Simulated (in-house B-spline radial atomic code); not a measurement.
RPA and G0W0 on Hartree-Fock: the rubidium ion Rb⁺

Configuration [Ar] 3d10 4s2 4p6, mean-field start Hartree-Fock. Computed with an all-electron radial atomic-structure program (B-spline basis): all electrons, scalar-relativistic (spin-free one-electron X2C), finite nucleus, each spin shell either full or empty, empty states to l = 9 with an (l + 1/2)⁻⁴ tail; G0W0 by contour deformation at full frequency.

Command:
```bash
python run_gw.py task.json out
```
Settings (radii: box in bohr, nucleus in fm):
```
Z                        37
electrons                36
configuration            [Ar] 3d10 4s2 4p6
hamiltonian              x2c
method                   hf
lmax                     9
rms_radius               4.2036
spin_polarised           False
box_radius               23.78
intervals                71
```

Cost of the run: 3.7 s on 1 thread of Arm Neoverse N1, on a shared host.

Energies (hartree):

```json
{"term": "mean-field total", "value": "-2979.01326"}
{"term": "Hartree-Fock functional on these orbitals", "value": "-2979.01326"}
{"term": "direct second order", "value": "-2.7212"}
{"term": "second-order exchange", "value": "0.789"}
{"term": "SOSEX correction", "value": "0.74043"}
```

(1) What is the RPA correlation energy, and what remains with SOSEX?

Quasi-particle levels (eV):

```csv
level,occupied,mean field,Σx - vxc,Σc,QP weight,G0W0
4p,yes,-27.467,0.00,?,?,?
4s,yes,-48.07,0.00,2.77,0.864,-45.30
5s,no,-3.789,0.00,-0.32,0.994,-4.105
```

G0W0 = mean field + (Σx - vxc) + Σc, with Σc (partial-wave tail included) taken at the quasi-particle energy. Only the outer levels were computed. Levels of low weight are left out.

(2) Where does G0W0 put 4p?

Results:

(1) RPA gives -2.4345 hartree (-1.84 eV per electron); RPA + SOSEX gives -1.694, and the second-order doubles (MP2) -1.9322 hartree. SOSEX takes back 30 % of the RPA value.

(2) At -28.011 eV, with Σc = -0.54 eV and a quasi-particle weight of 0.956. The tabulated removal energy is 27.290 eV (NIST, measured); the calculation leaves out spin-orbit coupling, Breit and QED terms, and what these don't explain is the method's own error.
